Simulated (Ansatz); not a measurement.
Computed with Ansatz on PBE0-D4/def2-TZVP structures; ΔE is electronic, products minus reactants. CBS: MP2 limit from def2 TZ/QZ plus the TZ coupled-cluster correction, frozen cores. DFT in def2-TZVPP. B3LYP here is the variant with VWN-RPA as its local correlation; programs differ in this. For Mg outer-core shells are correlated without core-valence functions, which leaves a few kJ/mol of doubt a bond. One conformer a species, not always the lowest.

Consider the formal exchange of groups at a Mg–Cl bond: `[SiH3][O][Mg][Cl]` + `C#CCOC` → `C[O][Mg][O][SiH3]` + `C#CCCl`.

**Question.** Is it downhill or uphill in electronic energy at CCSD(T)/CBS, and by how much? (Estimate.)

**Answer.** Ansatz gave: Uphill: ΔE = +17.0 kcal/mol.

**Question.** What do these levels give: B97M-V, B3LYP-D4, r2SCANh-D4, PBE-QIDH, BLYP, B3LYP, BHLYP, CAM-B3LYP, LC-ωPBE, CCSD/def2-SVP, HF/def2-TZVPP, SCS-MP2/def2-TZVPP? (An estimate is asked.)

**Answer.** Ansatz gave: B97M-V 20.3, B3LYP-D4 17.5, r2SCANh-D4 19.0, PBE-QIDH 18.9, BLYP 16.1, B3LYP 17.6, BHLYP 19.6, CAM-B3LYP 18.3, LC-ωPBE 18.3, CCSD/def2-SVP 20.2, HF/def2-TZVPP 22.6, SCS-MP2/def2-TZVPP 16.9 kcal/mol.

Largest T1 diagnostic among the species: 0.011.

Leaving LDA and LC-ωPBE aside and taking each functional with its dispersion term where it has one, the values, not all of them listed here, spread over 4.1 kcal/mol, from BLYP-D4 to B97M-V. LDA lies +0.8 kcal/mol from PBE without D4. In def2-TZVPP, CCSD(T) changes the Hartree–Fock value by −4.4 kcal/mol (the triples alone add −0.4 kcal/mol) and MP2 by −5.8 kcal/mol. From BLYP to BHLYP (50 % exact exchange), in def2-TZVPP and without D4, ΔE moves by +3.4 kcal/mol.
